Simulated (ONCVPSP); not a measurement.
**Logarithmic derivatives: helium, ONCV**

```
Element                 : He (Z = 2)
Generator               : ONCVPSP 4.0.1
Type                    : optimised norm-conserving Vanderbilt (ONCV)
Functional              : LDA (Perdew-Wang 92)
Relativity              : scalar-relativistic
Frozen core             : none
Valence charge          : 2
Reference configuration : 1s2
Partial waves           : 1s: rc 0.70 bohr, ncon 4, nbas 8, qcut 18.8 1/bohr, 2 projectors, debl 3.7 Ha; p scattering state at 0.17 Ha: rc 0.65 bohr, ncon 3, nbas 6, qcut 13.7 1/bohr, 2 projectors, debl 2.5 Ha
Local potential         : polynomial inside 0.55 bohr (lpopt 5, dvloc0 -1 Ha)
Core correction         : none
```

The phase is arctan(r·R′/R) of the radial function R(r), unwrapped; energies in Ha, scanned from -2 to 5 Ha. A pole is an energy at which the radial function vanishes at the test radius. The pseudo phase is shifted by a multiple of π to meet the all-electron one at the reference energy, and phase errors are pseudo minus all-electron; the curves can meet again beyond the range given. Levels narrower than the energy grid can be missing from the lists of poles.

```tsv
channel	radius (bohr)	reference energy (Ha)	poles, all-electron	poles, pseudo	unbroken range about the reference energy with phases within 0.05 rad	phase error 1 Ha above the reference energy (rad)
s	0.71	-0.57	4.22	4.22	the whole range	-0.000
p	0.66	0.17	none	none	the whole range	+0.000
```

Phases in the s channel:

```
E (Ha)  all-electron  pseudo
 -1.98        -0.360  -0.360
 -1.62        -0.509  -0.509
 -1.26        -0.649  -0.649
 -0.90        -0.775  -0.775
 -0.54        -0.886  -0.886
 -0.18        -0.984  -0.984
  0.18        -1.069  -1.069
  0.54        -1.143  -1.143
  0.90        -1.208  -1.208
  1.26        -1.265  -1.265
  1.62        -1.316  -1.316
  1.98        -1.361  -1.361
  2.34        -1.402  -1.402
  2.70        -1.440  -1.440
  3.06        -1.474  -1.474
  3.42        -1.506  -1.506
  3.78        -1.536  -1.536
  4.14        -1.565  -1.565
  4.50        -1.592  -1.592
  4.86        -1.618  -1.618
```
